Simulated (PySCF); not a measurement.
## How methods differ on the ionisation energy of Cd²⁹⁺

Cd²⁹⁺ [Ar] 3d1 [3d3/2^1, M_J = 3/2] → Cd³⁰⁺ [Ar], as a difference of total energies. All numbers are calculated (PySCF 2.14, the two-component X2C-1e Hamiltonian, in an uncontracted even-tempered set (16 s from 4.6 bohr⁻², ratio 2.8; 12 p from 6 bohr⁻², ratio 2.8; 8 d from 6 bohr⁻², ratio 2.8; 3 f from 18 bohr⁻², ratio 3)). Correlated levels: [Ne] frozen; the 74 highest virtual spinors dropped. "Screened" scales the spin-orbit matrix elements by Boettger's factors to mimic the two-electron term; Breit and QED terms are absent.

| method | ionisation energy (eV) |
| --- | --- |
| GHF (spin-free) | 1629.5 |
| GMP2 (spin-free) | 1629.3 |
| GHF (screened spin-orbit) | 1635.1 |
| GMP2 (screened spin-orbit) | 1634.9 |

Breit and QED terms and the two-electron picture change are absent.

The spin-free rows lack the spin-orbit shift.

For comparison: 1635 ± 4 eV (theoretical estimate listed by NIST; NIST Atomic Spectra Database, ionization energies).
